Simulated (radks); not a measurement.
Results of a calculation; reference values are marked as such.
Question: Ionisation of Dy, [Xe] 4f10 6s2, to Dy+, [Xe] 4f10 6s1, under several functionals. Dirac Kohn-Sham, spin-unpolarised, spherical densities, point nucleus; open shells fill j = l - 1/2 first; a radial shooting solver on a logarithmic mesh with Libxc functionals. The NIST Atomic Spectra Database gives 5.939 eV (measured). Rank these functionals by the error of their Delta-SCF ionisation energy: BP86; AM05; Wu-Cohen GGA; PBE; LDA (Slater exchange, Perdew-Wang correlation).

Answer: From best to worst: AM05 6.191 eV (+0.252); Wu-Cohen GGA 6.235 eV (+0.296); PBE 6.236 eV (+0.297); BP86 6.410 eV (+0.471); LDA (Slater exchange, Perdew-Wang correlation) 6.446 eV (+0.507). Spin polarisation and multiplet splitting are left out, so open shells lie too high by an amount that depends on their filling.

Beside tabulated values, note that spin-unpolarised runs miss the spin-polarisation part of the exchange energy of open shells.
